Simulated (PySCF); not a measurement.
**Correlation energy of S²⁺ (sulfur, charge +2)**

[Ne] 3s2 3p2, high-spin 3P determinant. All numbers are calculated (PySCF 2.14, the non-relativistic Hamiltonian (point nucleus), in def2-TZVPPD (6s6p4d1f, 51 functions)). Frozen: 1s2; 12 electrons correlated.

```tsv
level	correlation energy (mhartree)
CCSD	-243.20
(T)	-3.64
CCSD(T)	-246.84
```

Diagnostics: T1 = 0.0057, D1 = 0.0237, largest double amplitude 0.100.

Cost of the coupled-cluster step: roughly 10 core-seconds, for 12 correlated electrons.

This basis was not built for core-valence correlation, so the inner-shell part is incomplete.
